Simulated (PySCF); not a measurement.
Property card for `C=C(C)CC(F)=C(F)F`

Compound: C₆H₇F₃.
Atom-mapped SMILES: `[CH2:1]=[C:2]([CH3:3])[CH2:4][C:5]([F:6])=[C:7]([F:8])[F:9]` (hydrogens: H10, H11 on C1; H12, H13, H14 on C3; H15, H16 on C4)

Structure used (PBE0-D3(BJ)/def2-SVP), in Å, numbered top down from 1:
```
atom  x, y, z in Å
C1    -1.1783    1.6401   -0.4652
C2    -0.8347    0.5037    0.1493
C3    -1.7559   -0.6721    0.2630
C4     0.5356    0.3481    0.7725
C5     1.3293   -0.7682    0.1881
F6     0.9948   -2.0060    0.5766
C7     2.3052   -0.6378   -0.7093
F8     2.9765   -1.6313   -1.2328
F9     2.7113    0.5269   -1.1603
H10   -2.1666    1.7636   -0.9164
H11   -0.4856    2.4831   -0.5394
H12   -2.7323   -0.4653   -0.1956
H13   -1.3247   -1.5635   -0.2200
H14   -1.9167   -0.9435    1.3200
H15    0.4333    0.1438    1.8539
H16    1.1040    1.2822    0.6681
```

Among its groups: C=C double bond and C–F bond.

**PBE0-D3(BJ)/def2-SVP geometry optimisation, gas phase (PySCF)**

| Quantity | Value |
| --- | --- |
| Point group | C1 |
| Rotational constants A, B, C | 2.537, 1.057, 0.832 GHz |

From B3LYP/def2-SVPD ground state and vertical TDDFT (core frozen in the response) (PySCF):

| Quantity | Value |
| --- | --- |
| Dipole moment | 1.64 D |
| HOMO energy | -7.01 eV |
| LUMO energy | -0.36 eV |
| HOMO–LUMO gap | 6.65 eV |
| Lowest singlet excitation | 5.91 eV (210 nm, f = 0.048) |
| Strongest line among the 6 lowest singlet transitions | S3 at 6.43 eV (193 nm, f = 0.070) |
| Static isotropic polarisability | 76.8 au |
| Electronic spatial extent ⟨r²⟩ about the centre of nuclear charge | 1346 bohr² |

Monoisotopic mass (most abundant isotopes): 136.0500 u.

The principal polarisabilities are 60.8, 81.2 and 88.3 au; their mean is the isotropic value. The largest Löwdin shares of the HOMO are 0.25 on C5, 0.23 on C7, 0.11 on F6 and 0.09 on C2. A dipole of 1.64 D is allowed in C1, and pure rotational transitions are dipole-allowed. The rotational constants make it an asymmetric top with κ = (2B − A − C)/(A − C) = -0.74, nearer the prolate limit (−1). With B = h/(8π²I), that is 505.379 GHz u Å² over I, the principal moments of inertia are 199.2, 478.2 and 607.3 u Å² (most abundant isotopes); the inertial defect Ic − Ia − Ib is -70.1 u Å² (zero for a rigid planar frame, negative otherwise). In atomic units the dipole is 0.65 e·bohr (1 au = 2.5417 D). In wavenumbers S1 is 47700 cm⁻¹ (1 eV = 8065.54 cm⁻¹).

One conformer stands for the species.
